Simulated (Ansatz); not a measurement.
Ansatz (a quantum-chemistry and plane-wave program) input:

Ansatz 0.2 input:
```yaml
crystal:
  periodic: [false, false, false]
  atoms:
    - {symbol: Ag, position_ang: [0.00317175, -0.02649430, -0.75171842]}
    - {symbol: H, position_ang: [0.03044256, 0.03168886, 0.78271204]}
basis:
  gaussian:
    orbitals: def2-TZVP
hamiltonian:
  xc: b3lyp
  dispersion: d3bj
relax: {f_tol: 0.002, max_steps: 150}
```

Question: What final total energy does it print?

Answer: -147.61870 Eh (B3LYP-D3(BJ)/def2-TZVP). The basis has 46 functions.
